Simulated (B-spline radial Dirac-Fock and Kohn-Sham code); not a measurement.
# X-ray emission lines of Ce

System: the free cerium atom, [Xe] 4f1 5d1 6s1 6p1 (not the ground configuration).

Method: multi-electron Dirac-Fock with separately optimised hole states, Breit and Lamb-shift corrections added in first order. Computed with a radial B-spline solver. A line energy is the difference of two single-hole energies; the list is a selection of electric-dipole transitions between resolved j subshells. No correlation.

| line | energy (eV) | wavelength (Å) |
| --- | --- | --- |
| Kβ2' (K-N3) | 40223.0 | 0.30824 |
| Kβ2'' (K-N2) | 40204.0 | 0.30839 |
| Kβ1 (K-M3) | 39253.1 | 0.31586 |
| Kβ3 (K-M2) | 39164.7 | 0.31657 |
| Kα1 (K-L3) | 34716.9 | 0.35713 |
| Kα2 (K-L2) | 34275.8 | 0.36172 |
| Lγ4 (L1-O3) | 6538.1 | 1.8963 |
| Lγ3 (L1-N3) | 6337.1 | 1.9565 |
| Lγ2 (L1-N2) | 6318.2 | 1.9623 |
| Lγ1 (L2-N4) | 6052.6 | 2.0484 |
| Lγ5 (L2-N1) | 5865.1 | 2.1139 |
| Lβ2 (L3-N5) | 5614.8 | 2.2082 |
| Lβ15 (L3-N4) | 5611.5 | 2.2095 |
| Lβ6 (L3-N1) | 5424.0 | 2.2858 |
| Lβ3 (L1-M3) | 5367.2 | 2.3100 |
| Lβ4 (L1-M2) | 5278.9 | 2.3487 |
| Lβ1 (L2-M4) | 5262.2 | 2.3561 |
| Lα1 (L3-M5) | 4839.5 | 2.5619 |
| Lα2 (L3-M4) | 4821.1 | 2.5717 |
| Lη (L2-M1) | 4724.1 | 2.6245 |
| Lℓ (L3-M1) | 4283.0 | 2.8948 |
| Mγ (M3-N5) | 1078.6 | 11.494 |
| Mζ1 (M5-N3) | 666.6 | 18.601 |
| Mζ2 (M4-N2) | 666.0 | 18.617 |
